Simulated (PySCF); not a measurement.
# Spin states of TlSi

Unrestricted PBE0; PySCF, scalar-relativistic core potentials, basis sets Tl def2-SVP with ECP60, Si def2-SVP. Outer shells of the fragments: Tl 5d10 6s2 6p1; Si 3s2 3p2.

Followed along the bond (rough minima from three points):

```
2Ms+1   unpaired  ⟨S²⟩ at the start  R at minimum (Å)  Te (eV)
    4  σ ↑, π ↑↑               3.75              2.69     0.00
    2  σ ↓, π ↑↑               1.77              2.67     0.37
    2  σ ↑, π ↑↓               1.76              2.68     0.42
    2        σ ↑               0.76              2.69     1.13
    2        π ↑               0.75  none in the scan   ≤ 0.85
```

Solutions found at the starting distance of 2.545 Å, counted from the lowest of them; the search is not exhaustive and high or unbound solutions are not listed, so other states can lie among these:

| 2Ms+1 | unpaired | term | E (eV) | ⟨S²⟩ | ⟨Lz²⟩ | μ (D) |
| --- | --- | --- | --- | --- | --- | --- |
| 4 | σ ↑, π ↑↑ | ⁴Σ⁻ | 0.00 | 3.75 | 0.00 | -2.12 |
| 2 | σ ↓, π ↑↑ | mixed | 0.36 | 1.77 | 0.00 | -2.02 |
| 2 | σ ↑, π ↑↓ | mixed | 0.41 | 1.76 | 2.01 | -1.92 |
| 2 | σ ↑ | mixed | 1.13 | 0.76 | 2.00 | -1.39 |
| 2 | π ↑ | ²Π | 1.16 | 0.75 | 1.00 | -0.49 |
| 2 | π ↑ | ²Π | 1.20 | 0.77 | 1.01 | -2.51 |
| 4 | π ↑↑↑ | ⁴Π | 2.53 | 3.76 | 1.00 | -0.11 |
| 4 | σ ↑, π ↑↑ | mixed | 2.77 | 3.76 | 2.01 | 1.97 |

A term symbol is given only where ⟨S²⟩ and ⟨Lz²⟩ are close to those of a pure state; real π, δ and φ orbitals otherwise mix terms. A positive dipole means Tl(−)Si(+).

Spin–orbit coupling is left out, which matters for elements this heavy, above all for dissociation energies.
